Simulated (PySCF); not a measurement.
**Al²⁺ (aluminium, charge +2) across methods**

[Ne] 3d1, 2D determinant (an excited configuration). Computed with PySCF 2.14 in aug-cc-pCVTZ-DK with one added diffuse shell each of s, p, d, f type (9s8p6d4f, 91 functions), with scalar relativity by spin-free X2C-1e.

```csv
method,E (hartree),mean ε 2p α (eV),mean ε 2p β (eV),mean ε 3d α (eV),Σ⟨r²⟩ (bohr²),⟨S²⟩
HSE06,-241.2866,-98.780,-98.739,-12.365,15.93,0.750
PBE0,-241.2709,-99.230,-99.189,-12.729,15.92,0.750
r2SCAN,-241.3629,-96.170,-96.143,-12.103,15.95,0.750
BLYP,-241.4055,-94.369,-94.348,-12.235,15.50,0.750
PW91,-241.3663,-94.618,-94.573,-12.257,15.70,0.750
LDA,-240.3149,-94.600,-94.556,-11.943,15.86,0.750
BHandHLYP,-241.3858,-103.94,-103.91,-13.137,15.96,0.750
PBE,-241.2532,-94.428,-94.385,-12.253,15.69,0.750
UHF,-240.94064,-112.39,-112.36,-13.843,16.86,0.750
```

The outer electron is Rydberg-like, and this basis confines it to a smaller radius and binds it less than a complete one would.
